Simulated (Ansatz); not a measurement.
`B[SiH2]OC`. Charge 0, multiplicity 1.

```xyz
11

B    -0.991   -1.975   -0.954
Si   -0.694   -0.269    0.044
O     0.864    0.248   -0.109
C     1.323    1.430    0.502
H    -0.135   -2.535   -1.571
H    -2.081   -2.471   -0.938
H    -1.633    0.785   -0.456
H    -1.029   -0.464    1.492
H     0.768    2.308    0.148
H     1.232    1.380    1.594
H     2.376    1.563    0.249
```

**Question.** What are the harmonic wavenumbers in cm⁻¹ at PBE0-D4/def2-TZVP (Ansatz, finite differences of forces, unscaled)? (Estimate.)

**Answer.** Computed: 84, 103, 144, 157, 258, 403, 573, 662, 739, 784, 888, 923, 935, 1145, 1169, 1181, 1213, 1480, 1494, 1496, 2153, 2162, 2588, 2676, 3007, 3066, 3118.

**Question.** Is this a minimum?

**Answer.** Yes, all 27 modes are real.

**Question.** Give the ideal-gas thermochemistry at 298.15 K and 1 bar (rigid rotor, harmonic oscillator; point group Cs, symmetry number 1).

**Answer.** Zero-point energy 207.0 kJ/mol; H(298) − E = 228.1 kJ/mol; entropy 339.2 J/(mol·K), of which translation 162.5, rotation 105.1, vibration 71.6; G(298) − E = 127.0 kJ/mol. Modes under 100 cm⁻¹ are hindered rotations or soft bends, so the harmonic entropy is rough.

**Question.** And at 400, 500, 600, 800 and 1000 K?

**Answer.** 
```
T (K)  H − E (kJ/mol)  S (J/mol/K)  G − E (kJ/mol)
  400           239.8        372.8            90.7
  500           253.2        402.6            51.9
  600           268.2        429.9            10.3
  800           302.2        478.6           -80.7
 1000           340.2        520.9          -180.7
```
